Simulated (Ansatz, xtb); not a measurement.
## C4H9BFP: 3 structures ranked

3 gas-phase structures of C4H9BFP, from a drawn sample of its isomers (lower ones may exist). Each was relaxed with GFN2-xTB; where two conformers were screened, the lower at r2SCAN-D4/def2-SVP is listed:

A. `[BH3-][P@@H+]1CC=C(F)C1`, a singlet
B. `C=C(CF)B(C)P`, a singlet
C. `C[C@H](F)/C=C\BP`, a singlet

Which do you expect lowest at r2SCAN-D4/def2-SVP, and how would the others follow?

Calculated order at r2SCAN-D4/def2-SVP: B (0.0), A (9.9), C (38.3) kJ/mol.

Energies above the lowest of each column, in kJ/mol; the last columns are at B3LYP-D3(BJ)/def2-SVP geometries:

```csv
structure,GFN2-xTB,HF/STO-3G,r2SCAN-D4/def2-SVP,B3LYP-D3(BJ)/def2-SVP,CCSD(T)/def2-SVP + ΔMP2/def2-TZVPP
B,102.8,53.2,0.0,0.0,0.0
A,0.0,0.0,9.9,23.9,14.5
C,82.2,88.1,38.3,34.2,35.8
```

CCSD(T)/def2-SVP + ΔMP2/def2-TZVPP puts B lowest; GFN2-xTB picks A, HF/STO-3G picks A. Flexible structures stand in one conformer each, not always the lowest. The ΔMP2 step shifts differences by up to 21.0 kJ/mol, which makes them less sure. ΔMP2 is the change of the MP2 energy from the smaller to the larger basis.

Programs: Ansatz 0.2.0, xtb 6.7.1.
